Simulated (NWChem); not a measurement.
# MgBrF; SMILES [Mg]([Br])[F]

Program: NWChem. Pople sets run with spherical d functions. This build's default masses of Se (78.918 u) and Br (79.917 u) are each other's, which moves their modes by up to 0.6 %. Each level has its own optimisation; frequencies are unscaled.

```csv
level,r F–Mg (Å),r Br–Mg (Å),highest harmonic frequency (cm⁻¹),lowest (cm⁻¹),zero-point energy (kcal/mol),dipole (D)
PBE/def2-SVP,1.768,2.349,771,123,1.9,0.35
B3LYP/6-31G*,…,2.339,…,125,2.0,0.27
BLYP/def2-SVP,1.769,2.353,771,123,1.9,0.39
PBE0/def2-SVP,1.753,2.338,794,128,1.8,0.31
```

Question: Complete the blanks.

Answer: 
- B3LYP/6-31G*, r F–Mg (Å): 1.734
- B3LYP/6-31G*, highest harmonic frequency (cm⁻¹): 809
